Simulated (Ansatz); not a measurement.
Mg₂Se₂⁺. The state is a doublet with charge 1. Geometry r2SCAN-D4/def2-SVP.

```xyz
4

Mg    0.689   -0.457   -0.529
Mg   -2.021    1.357    1.580
Se    0.274    0.797    1.547
Se    1.058   -1.696   -2.599
```

HSE06 is defined as in plane-wave codes, on full-range PBE exchange. At PBE-D4/def2-TZVP, r2SCAN-D4/def2-TZVP the charge 1 doublet is spin-contaminated (final ⟨S²⟩ up to 0.91, 0.75 for a pure state). At PBE-D4/def2-TZVP, r2SCAN-D4/def2-TZVP the gap within one spin of the charge 1 doublet nearly closes, so an electron or hole may be smeared out by delocalisation error. Another isomer (doublet) lies 1.28 eV lower at PBE0-D4/def2-TZVP; other spin states weren't run for this one.

Question: Estimate the α-spin orbital energies around the gap (eV) in Ansatz with PBE-D4/def2-TZVP, r2SCAN-D4/def2-TZVP, PBE0-D4/def2-TZVP, HSE06-D4/def2-TZVP, ωB97X-V/def2-TZVP.

Answer: 
```tsv
orbital	PBE-D4/def2-TZVP	r2SCAN-D4/def2-TZVP	PBE0-D4/def2-TZVP	HSE06-D4/def2-TZVP	ωB97X-V/def2-TZVP
HOMO−5	-12.11	-12.30	-13.33	-12.93	-15.44
HOMO−4	-11.32	-11.47	-12.38	-11.98	-14.48
HOMO−3	-10.59	-10.81	-11.38	-10.98	-13.53
HOMO−2	-10.55	-10.70	-11.16	-10.82	-13.21
HOMO−1	-10.14	-10.37	-11.08	-10.74	-13.13
HOMO	-9.66	-9.71	-9.95	-9.63	-12.09
LUMO	-8.74	-8.31	-8.60	-8.92	-6.88
LUMO+1	-5.94	-5.58	-5.64	-5.97	-4.03
LUMO+2	-5.91	-5.42	-5.38	-5.69	-3.78
LUMO+3	-5.57	-5.17	-5.08	-5.44	-3.28
LUMO+4	-4.61	-4.13	-3.79	-4.16	-2.06
LUMO+5	-4.37	-3.84	-3.63	-3.99	-1.95
β HOMO	-9.13	-9.17	-9.59	-9.23	-11.78
β LUMO	-9.07	-9.11	-8.61	-8.97	-6.88
```
